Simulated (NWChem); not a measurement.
The numbers come from NWChem runs, not from measurements. System: C$_{3}$H$_{5}$, charge 1, spin multiplicity 1, at the geometry of a parent with another charge or spin, in a state set for the comparison that need not be this species' ground state. Level: RHF/def2-TZVP.

The NWChem input:

```
start mol
memory heap 200 mb stack 900 mb global 1100 mb
charge 1
geometry units angstroms nocenter noautoz
  C      0.048521    -1.359995     0.000000
  C      0.379083    -0.080186     0.000000
  C     -0.207067     1.263303     0.000000
  H      0.801998    -2.168094     0.000000
  H     -1.015179    -1.687884     0.000000
  H     -1.324408     1.225874     0.000000
  H      0.107186     1.845686     0.892659
  H      0.107186     1.845686    -0.892659
  symmetry group Cs
end
basis spherical
  * library def2-tzvp
end
scf
  rhf
  nopen 0
  maxiter 100
  thresh 1e-7
  semidirect memsize 60000000 filesize 0
end
task scf energy
```

Output (cleaned and shortened):

```
             Northwest Computational Chemistry Package (NWChem) 7.3.0
             --------------------------------------------------------

                                NWChem Input Module
                                -------------------

 Scaling coordinates for geometry "geometry" by  1.889725989
 (inverse scale =  0.529177249)

 Turning off AUTOSYM since
 SYMMETRY directive was detected!

                             Geometry "geometry" -> ""
                             -------------------------

 Output coordinates in angstroms (scale by  1.889725989 to convert to a.u.)

  No.       Tag          Charge          X              Y              Z
 ---- ---------------- ---------- -------------- -------------- --------------
    1 C                    6.0000     0.04852100    -1.35999500     0.00000000
    2 C                    6.0000     0.37908300    -0.08018600     0.00000000
    3 C                    6.0000    -0.20706700     1.26330300     0.00000000
    4 H                    1.0000     0.80199800    -2.16809400     0.00000000
    5 H                    1.0000    -1.01517900    -1.68788400     0.00000000
    6 H                    1.0000    -1.32440800     1.22587400     0.00000000
    7 H                    1.0000     0.10718600     1.84568600     0.89265900
    8 H                    1.0000     0.10718600     1.84568600    -0.89265900

 Effective nuclear repulsion energy (a.u.)      63.2751972262

            Nuclear Dipole moment (a.u.)
            ----------------------------
        X                 Y               Z
 ---------------- ---------------- ----------------
     0.0000094486    -0.0000000000     0.0000000000

      Symmetry information
      --------------------

 Group name             Cs
 Group number              2
 Group order               2
 No. of unique centers     7

      Symmetry unique atoms

     1    2    3    4    5    6    7


 Summary of "ao basis" -> "" (spherical)
 ------------------------------------------------------------------------------
       Tag                 Description            Shells   Functions and Types
 ---------------- ------------------------------  ------  ---------------------
 *                         def2-tzvp                  on all atoms

 Summary of "ao basis" -> "ao basis" (spherical)
 ------------------------------------------------------------------------------
       Tag                 Description            Shells   Functions and Types
 ---------------- ------------------------------  ------  ---------------------
 C                         def2-tzvp                11       31   5s3p2d1f
 H                         def2-tzvp                 4        6   3s1p

                                 NWChem SCF Module
                                 -----------------

  ao basis        = "ao basis"
  functions       =   123
  atoms           =     8
  closed shells   =    11
  open shells     =     0
  charge          =   1.00
  wavefunction    = RHF
  use symmetry    = T
  symmetry adapt  = T

 Summary of "ao basis" -> "ao basis" (spherical)
 ------------------------------------------------------------------------------
       Tag                 Description            Shells   Functions and Types
 ---------------- ------------------------------  ------  ---------------------
 C                         def2-tzvp                11       31   5s3p2d1f
 H                         def2-tzvp                 4        6   3s1p

      Symmetry analysis of basis
      --------------------------
[...]
                 3     -116.1682118648  1.64D-02  7.17D-03      3.2
                 4     -116.1682760114  2.09D-04  5.13D-05      4.1
                 5     -116.1682760173  2.51D-08  8.75D-09      5.8

       Final RHF  results
       ------------------

         Total SCF energy =   -116.168276017291
      One-electron energy =   -274.630102029219
      Two-electron energy =     95.186628785755
 Nuclear repulsion energy =     63.275197226173

        Time for solution =      3.8s

       Symmetry analysis of molecular orbitals - final
       -----------------------------------------------

  Numbering of irreducible representations:

     1 a'          2 a"

  Orbital symmetries:

     1 a'          2 a'          3 a'          4 a'          5 a'
     6 a'          7 a'          8 a'          9 a"         10 a'
    11 a"         12 a'         13 a"         14 a'         15 a'
    16 a'         17 a"         18 a'         19 a'         20 a'
    21 a"

             Final eigenvalues
             -----------------

              1
    1  -11.6150
    2  -11.5215
    3  -11.4882
    4   -1.3404
    5   -1.2134
    6   -0.9744
    7   -0.8678
    8   -0.8534
    9   -0.8170
   10   -0.7869
   11   -0.6505
   12   -0.2343
   13   -0.0998
   14   -0.0338
   15    0.0018
   16    0.0187
   17    0.0421
   18    0.0434
   19    0.0547
   20    0.1121
   21    0.1179

                       ROHF Final Molecular Orbital Analysis
                       -------------------------------------

 Vector    9  Occ=2.000000D+00  E=-8.169725D-01  Symmetry=a"
              MO Center=  2.9D-03,  1.1D+00, -1.9D-15, r^2= 1.6D+00
   Bfn.  Coefficient  Atom+Function         Bfn.  Coefficient  Atom+Function
  ----- ------------  ---------------      ----- ------------  ---------------
    70      0.294530  3 C  pz                73      0.261898  3 C  pz
   113      0.174856  7 H  s                119     -0.174856  8 H  s
    39      0.160975  2 C  pz

 Vector   10  Occ=2.000000D+00  E=-7.868705D-01  Symmetry=a'
              MO Center= -2.7D-01,  7.1D-01,  2.9D-16, r^2= 2.7D+00
   Bfn.  Coefficient  Atom+Function         Bfn.  Coefficient  Atom+Function
  ----- ------------  ---------------      ----- ------------  ---------------
    68      0.227346  3 C  px                71      0.203575  3 C  px
   107     -0.194460  6 H  s                 69      0.179287  3 C  py
    72      0.164644  3 C  py

 Vector   11  Occ=2.000000D+00  E=-6.504557D-01  Symmetry=a"
              MO Center=  1.8D-01, -2.7D-01, -8.1D-15, r^2= 2.2D+00
   Bfn.  Coefficient  Atom+Function         Bfn.  Coefficient  Atom+Function
  ----- ------------  ---------------      ----- ------------  ---------------
    39      0.290443  2 C  pz                42      0.285978  2 C  pz
     8      0.247416  1 C  pz                11      0.245666  1 C  pz

 Vector   12  Occ=0.000000D+00  E=-2.342932D-01  Symmetry=a'
              MO Center=  4.4D-01, -1.0D-01,  7.7D-16, r^2= 2.3D+00
   Bfn.  Coefficient  Atom+Function         Bfn.  Coefficient  Atom+Function
  ----- ------------  ---------------      ----- ------------  ---------------
    43      0.411544  2 C  px                40      0.341982  2 C  px
    37      0.337964  2 C  px                36      0.238998  2 C  s
   108      0.228652  6 H  s                102      0.220135  5 H  s
    67     -0.173968  3 C  s

 Vector   13  Occ=0.000000D+00  E=-9.978294D-02  Symmetry=a"
              MO Center=  1.4D-01, -7.9D-01,  9.6D-15, r^2= 2.9D+00
   Bfn.  Coefficient  Atom+Function         Bfn.  Coefficient  Atom+Function
  ----- ------------  ---------------      ----- ------------  ---------------
    14      0.744256  1 C  pz                45     -0.650383  2 C  pz
    42     -0.289774  2 C  pz                39     -0.285867  2 C  pz
     8      0.272288  1 C  pz                11      0.251927  1 C  pz
   114      0.204535  7 H  s                120     -0.204535  8 H  s

 Vector   14  Occ=0.000000D+00  E=-3.378120D-02  Symmetry=a'
              MO Center= -2.6D-01,  5.1D-01, -1.3D-15, r^2= 7.5D+00
   Bfn.  Coefficient  Atom+Function         Bfn.  Coefficient  Atom+Function
  ----- ------------  ---------------      ----- ------------  ---------------
    67      4.945001  3 C  s                114     -1.600198  7 H  s
   120     -1.600198  8 H  s                108     -1.491646  6 H  s
    36     -1.110850  2 C  s                 96     -1.052304  4 H  s
    44     -0.926871  2 C  py                13     -0.696612  1 C  py
   102     -0.690592  5 H  s                  4      0.600928  1 C  s

 center of mass
 --------------
 x =   0.06045377 y =  -0.04848575 z =   0.00000000

 moments of inertia (a.u.)
 ------------------
         210.664776430203          19.730143540164           0.000000000000
          19.730143540164          26.101610599757           0.000000000000
           0.000000000000           0.000000000000         225.295051941506

  Mulliken analysis of the total density
  --------------------------------------

    Atom       Charge   Shell Charges
 -----------   ------   -------------------------------------------------------
    1 C    6     6.15   0.86  1.12  0.50  0.62  0.11  1.21  1.30  0.35  0.02  0.04  0.01
    2 C    6     5.78   0.86  1.12  0.56  0.66  0.07  1.06  1.17  0.17  0.02  0.08  0.01
    3 C    6     6.27   0.85  1.12  0.48  0.68  0.08  1.25  1.42  0.32  0.02  0.05  0.00
    4 H    1     0.74   0.24  0.44  0.04  0.02
    5 H    1     0.72   0.23  0.43  0.03  0.02
    6 H    1     0.76   0.24  0.44  0.06  0.02
    7 H    1     0.79   0.25  0.46  0.06  0.02
    8 H    1     0.79   0.25  0.46  0.06  0.02

       Multipole analysis of the density wrt the origin
       ------------------------------------------------

     L   x y z        total         open         nuclear
     -   - - -        -----         ----         -------
     0   0 0 0      1.000000      0.000000     23.000000

     1   1 0 0     -0.001968      0.000000      0.000009
     1   0 1 0     -0.295527      0.000000     -0.000000
     1   0 0 1      0.000000      0.000000      0.000000

     2   2 0 0     -9.622112      0.000000     16.371306
     2   1 1 0     -0.549947      0.000000    -12.145331
     2   1 0 1     -0.000000      0.000000      0.000000
     2   0 2 0     -4.239551      0.000000    130.619422
     2   0 1 1      0.000000      0.000000      0.000000
     2   0 0 2    -13.637952      0.000000      5.691134

 Task  times  cpu:        5.8s     wall:        5.8s

 Total times  cpu:        5.9s     wall:        5.9s
```
